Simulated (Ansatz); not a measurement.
Born–Oppenheimer molecular dynamics of CH$_{5}$ClSn (8 atoms, charge 0, multiplicity 1). It starts at the highest image of a converged band, a first-order saddle point between two minima.

Computed with Ansatz 0.2.0, RKS B3LYP/def2-SVP.

* ensemble: NVE (velocity Verlet)
* time step: 0.5 fs
* steps asked: 200
* starting velocities drawn for: 300 K
* seed: 4704

First frame:

```xyz
8
Properties=species:S:1:pos:R:3
Sn -0.400 0.129 0.335
H 0.861 0.159 1.644
Cl 2.257 -0.336 0.770
H -0.319 1.311 -0.949
C -1.014 -1.715 -0.664
H -1.018 -2.553 0.045
H -2.023 -1.581 -1.085
H -0.307 -1.920 -1.482
```

Problem. How far do the bonds stretch over the last three quarters of this one trajectory? (Pairs bonded in most of those frames.)

Solution. 
```csv
bond,mean (Å),spread (Å),shortest,longest
Sn1–H4,1.798,0.020,1.77,1.83
Sn1–C5,2.247,0.072,2.14,2.35
H2–Cl3,1.313,0.054,1.23,1.40
C5–H6,1.105,0.028,1.06,1.15
C5–H7,1.111,0.038,1.05,1.17
C5–H8,1.101,0.007,1.09,1.12
```

Mean temperature of the second half: 662 K. The conserved energy stayed within 0.29 meV per atom of its start (net change 0.15 meV per atom), so the integration is sound. The kinetic energy rose, since the run started high on the potential surface and went downhill. It ends in pieces (CH4Sn + ClH), so much of that is their flight and rotation, not heat. A run of 0.1 ps of so small a system gives no equilibrium averages. The orbitals stay closed-shell, which can raise the energy where a bond breaks towards radicals; this wasn't checked here.

The run took 11 min on 2 threads of Arm Neoverse N1 (shared host), peak memory 0.17 GiB.
